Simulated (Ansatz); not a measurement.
Reaction (ligand exchange at the Si–Cl bond): `C[SiH2][SiH](F)Cl` + H–F → `C[SiH2][SiH](F)F` + HCl

Gas-phase electronic energies from Ansatz, PBE0-D4/def2-TZVP geometries. CCSD(T)/CBS adds triple-zeta CCSD(T) − MP2 to the extrapolated MP2 energy (def2 sets, frozen cores). This one scheme is used for every species. DFT in def2-TZVPP. One conformer a species, not always the lowest.

```
             level  ΔE (kJ/mol)  difference from CCSD(T)/CBS
            PBE-D4        -32.6                          5.7
         r2SCAN-D4        -40.8                         -2.5
           PBE0-D4        -32.5                          5.8
           ωB97X-V        -42.1                         -3.8
           ωB97M-V        -40.5                         -2.2
               PBE        -36.8                          1.5
            r2SCAN        -41.9                         -3.6
              PBE0        -36.3                          2.0
    MP2/def2-TZVPP        -37.1                          1.2
SCS-MP2/def2-TZVPP        -43.6                         -5.3
   CCSD/def2-TZVPP        -45.6                         -7.3
CCSD(T)/def2-TZVPP        -42.9                         -4.6
     HF/def2-QZVPP        -56.7                        -18.4
SCS-MP2/def2-QZVPP        -41.6                         -3.3
     MP2/CBS(def2)        -32.4                          5.9
    CCSD/CBS(def2)        -40.9                         -2.6
       CCSD(T)/CBS        -38.3                            0
```

Largest T1 diagnostic among the species: 0.012.

The D4 term adds +6.9 kJ/mol with B3LYP and +3.8 kJ/mol with PBE0; it sums over pairs of atoms, weighted by their polarisabilities, and B3LYP, whose exchange is more repulsive, gets the larger term. In def2-TZVPP, CCSD(T) changes the Hartree–Fock value by +11.9 kJ/mol (the triples alone add +2.7 kJ/mol) and MP2 by +17.8 kJ/mol.

B3LYP here is the variant with VWN-RPA as its local correlation; programs differ in this.
